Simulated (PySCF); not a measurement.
C2H6Be (SMILES [CH3][Be][CH3]), singlet, geometry from GFN2-xTB (such geometries of metal compounds can be far from the true shape). Base run: PySCF with PBE/def2-SVP, polarisability.

The PySCF input:
```python
from pyscf import gto, scf, dft
from pyscf.prop import polarizability

mol = gto.M(
    atom='''
Be    0.00705400    0.00694702    0.00979493
C     1.33406113    0.16700397   -1.08049544
H     2.04406628   -0.65985496   -1.04182976
H     1.94309203    1.05728968   -0.92068604
H     1.03802976    0.22348657   -2.12865820
C    -1.33498712   -0.16791592    1.07920964
H    -1.90906487   -1.08131185    0.91917015
H    -2.07096663    0.63336258    1.00447690
H    -1.06781661   -0.19528840    2.13606203
''',
    basis='def2-svp',
    verbose=4,
)

mf = dft.RKS(mol)
mf.xc = 'pbe'
mf.kernel()
alpha = mf.Polarizability().polarizability()[2, 2]
print('alpha_zz =', alpha)
```

The base was run again with changes. Order these runs by alpha_zz (bohr³), lowest first: functional = lda,vwn | basis = def2-TZVP | basis = 6-31G | basis = aug-cc-pVDZ | functional = pbe0 | basis = 6-31+G*.

basis = 6-31G (alpha_zz (bohr³) 36.04), functional = pbe0 (alpha_zz (bohr³) 37.00), functional = lda,vwn (alpha_zz (bohr³) 39.09), basis = 6-31+G* (alpha_zz (bohr³) 41.58), basis = def2-TZVP (alpha_zz (bohr³) 42.96), basis = aug-cc-pVDZ (alpha_zz (bohr³) 46.56)

Finite-field rows take the second difference of the energy in a field along z; a small field with loose convergence shows SCF noise divided by the square of the field, and a large one adds hyperpolarisability.
